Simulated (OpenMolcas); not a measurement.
## Cr2+, Mo2+, W2+: d4 down the group

```
Program             : OpenMolcas
Method              : XMS-CASPT2, IPEA 0.25 Eh, imaginary shift 0.1 Eh
Basis               : ANO-RCC-VTZP
Scalar Hamiltonian  : DKH2, point nucleus
Spin-orbit coupling : state interaction with AMFI integrals over the reference wave functions, term energies averaged over their components
```

Active space for each ion: 4 electrons in 6 orbitals (d s); closed shells correlated by CASPT2: Cr2+ 3s 3p; Mo2+ 4s 4p; W2+ 5s 5p.

Computed levels in cm-1 above 5D0:

```csv
Level,Cr2+,Mo2+,W2+
5D1,70.7,248,2470
5D2,209,688,4900
5D3,410,1262,6850
5D4,668,1932,8320
3H4,18950,14030,15230
3H5,19110,14630,18450
3H6,19280,15170,20290
3G4,22770,17810,22460
3G5,22940,18230,25160
weight of 5D in the lowest level (%),100,98,65
```

Mixed levels, with the weight of the term that names them: W2+ 5D0 (65 %), W2+ 3H4 (52 %), W2+ 3H5 (69 %), W2+ 3G4 (50 %), W2+ 3G5 (67 %).

Measured, with the error of the calculation in %. Measured levels: Cr2+ from Sugar and Corliss, J. Phys. Chem. Ref. Data 6, 317 (1977); Mo2+ from Sugar and Musgrove, J. Phys. Chem. Ref. Data 17, 155 (1988); W2+ from NIST levels as listed in McCann et al., Mon. Not. R. Astron. Soc. 538, 537 (2025).

```tsv
Level	Cr2+	Mo2+	W2+
5D1	62.2 (+13.7)	242 (+2.5)	2256 (+9.6)
5D2	183 (+14.2)	668 (+2.9)	4461 (+9.9)
5D3	357 (+15.1)	1224 (+3.1)	6278 (+9.1)
5D4	576 (+16.0)	1872 (+3.2)	7687 (+8.3)
3H4	17274 (+9.7)	12680 (+10.6)	
3H5	17397 (+9.8)	13276 (+10.2)	
3H6	17531 (+10.0)	13811 (+9.9)	
3G4	20853 (+9.2)	16283 (+9.4)	
3G5	20996 (+9.2)	16714 (+9.1)
```

The fine-structure level 5D4 changes by a factor of 12.5 from Cr2+ to W2+.

Without spin-orbit coupling 3H lies 18740, 13590, 12300 cm-1 above 5D in that order; the difference to the level 3H4, of either sign, comes from spin-orbit coupling, which also lowers the zero.

CASPT2 breaks the degeneracy within a term, and the mean is taken; among the terms shown or strongly mixed into the levels shown the widest spread is 1200 cm-1 (4d4 3H, Mo2+). Over all roots computed the reference weight is 0.88 to 0.95 in W2+; the roots of lowest weight are the least certain, and an intruder state may touch them. Terms from blocks run as CI alone lack orbitals of their own. The CASPT2 spread within a term exceeds the gap to the next term for 4d4 3H and 4d4 3F(1), so the order of their levels is uncertain, and so are names and mixing where such terms share a J (figures for Mo2+; the like holds for W2+). Configurations are named by rounded mean occupations; where the s occupation lies near a half they are strongly mixed, a name can repeat and a true partner stay unpaired (holds for Mo2+; W2+). Some high roots are left out of the spin-orbit mixing, which shifts the levels that they would mix with (holds for W2+). Computed and measured levels are paired by configuration, term and J; levels that our copy of the source lacks, or whose pairing is in doubt (as where it misses far off the trend of its configuration), stay unpaired and out of the deviations. Only configurations of the active space appear.

A number in round brackets counts repeated terms of one configuration in the order of the reference energies.
